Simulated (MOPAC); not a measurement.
MOPAC input (MNDO):

```
MNDO 1SCF CHARGE=-1 GEO-OK AUX(PRECISION=9) THREADS=1
CHBrF

F    -1.95477800 1    0.89537100 1   -0.04305600 1
C    -1.45726700 1   -0.39229900 1    0.25125900 1
Br    0.79584700 1   -0.13801300 1   -0.01053100 1
H    -1.51803400 1   -0.87409600 1   -0.75148400 1
```

From the output:

```
                                                       MOPAC v23.2.5 Linux

          FINAL HEAT OF FORMATION =        -31.29987 KCAL/MOL =    -130.95864 KJ/MOL

          COSMO AREA              =         93.50 SQUARE ANGSTROMS
          COSMO VOLUME            =         77.22 CUBIC ANGSTROMS

          IONIZATION POTENTIAL    =          3.575596 EV
          HOMO LUMO ENERGIES (EV) =         -3.576  6.446
          NO. OF FILLED LEVELS    =         10
          MOLECULAR WEIGHT        =        111.9213         POINT GROUP:  C1

          MOLECULAR DIMENSIONS (Angstroms)

            Atom       Atom       Distance
           Br     3    F     1     2.93852
            H     4    F     1     1.66631
            C     2    F     1     0.70137

          SCF CALCULATIONS        =          1

   ATOM   CHEMICAL          X               Y               Z
  NUMBER   SYMBOL      (ANGSTROMS)     (ANGSTROMS)     (ANGSTROMS)

     1       F         -1.95477800  *   0.89537100  *  -0.04305600  *
     2       C         -1.45726700  *  -0.39229900  *   0.25125900  *
     3      Br          0.79584700  *  -0.13801300  *  -0.01053100  *
     4       H         -1.51803400  *  -0.87409600  *  -0.75148400  *

                             CARTESIAN COORDINATES

   1    F       -1.954778000     0.895371000    -0.043056000
   2    C       -1.457267000    -0.392299000     0.251259000
   3   Br        0.795847000    -0.138013000    -0.010531000
   4    H       -1.518034000    -0.874096000    -0.751484000

           Empirical Formula: C H F Br  =     4 atoms

      MOLECULAR POINT GROUP   :   C1

                  EIGENVALUES
 -38.60955 -18.68936 -16.89481 -11.14571 -10.22537  -9.91475  -5.63853  -4.91986
  -4.83491  -3.57560   6.44641   9.62837  10.56313

              NET ATOMIC CHARGES AND DIPOLE CONTRIBUTIONS

  ATOM NO.   TYPE          CHARGE      No. of ELECS.   s-Pop       p-Pop
    1          F          -0.327898        7.3279     1.90385     5.42405
    2          C           0.126864        3.8731     1.69088     2.18225
    3         Br          -0.675672        7.6757     1.99668     5.67899
    4          H          -0.123294        1.1233     1.12329
 DIPOLE           X         Y         Z       TOTAL
 POINT-CHG.     0.825    -0.667     0.726     1.286
 HYBRID         0.348     0.455    -1.726     1.819
 SUM            1.173    -0.211    -1.000     1.556

          ATOMIC ORBITAL ELECTRON POPULATIONS

     Atom    s        px        py        pz
    1  F   1.90385   1.86947   1.58703   1.96755
    2  C   1.69088   0.38770   0.62448   1.17007
    3 Br   1.99668   1.68952   1.99566   1.99381
    4  H   1.12329

 **********************
 *                    *
 * JOB ENDED NORMALLY *
 *                    *
 **********************

 == MOPAC DONE ==
```

The dipole moment of an ion depends on the origin.

The geometry given is a B3LYP-D3(BJ)/def2-TZVP minimum.
